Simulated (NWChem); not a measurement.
System: hexafluorocyclobutene (C₄F₆); SMILES FC1C(C(F)(F)C=1F)(F)F

```xyz
10

F      1.5906     0.0000     1.8854
C      0.6708     0.0000     0.9651
C     -0.6708     0.0000     0.9651
F     -1.5906     0.0000     1.8854
C     -0.7811     0.0000    -0.5310
F     -1.3350    -1.0828    -1.0874
F     -1.3350     1.0828    -1.0874
C      0.7811     0.0000    -0.5310
F      1.3350     1.0828    -1.0874
F      1.3350    -1.0828    -1.0874
```
Atoms are numbered in this order, from 1.

Computed with NWChem. All runs use the structure optimised with PBE0/def2-SVP. Total energies compare along this basis series because the functional is fixed.

```json
[
 {"level": "B3LYP/def2-SVP", "basis functions": "140", "energy (Ha)": "-750.8158", "highest occupied level (eV)": "-8.55", "orbital gap (eV)": "7.54", "dipole (D)": "1.32", "relative time": "1"},
 {"level": "B3LYP/def2-SVPD", "basis functions": "218", "energy (Ha)": "-750.8736", "highest occupied level (eV)": "-8.99", "orbital gap (eV)": "7.59", "dipole (D)": "1.43", "relative time": "3"},
 {"level": "B3LYP/def2-TZVP", "basis functions": "310", "energy (Ha)": "-751.7221", "highest occupied level (eV)": "-8.77", "orbital gap (eV)": "7.61", "dipole (D)": "1.41", "relative time": "5"},
 {"level": "B3LYP/def2-TZVPP", "basis functions": "310", "energy (Ha)": "-751.7221", "highest occupied level (eV)": "-8.77", "orbital gap (eV)": "7.61", "dipole (D)": "1.41", "relative time": "6"}
]
```

Relative times are rough (shared machine, one core).
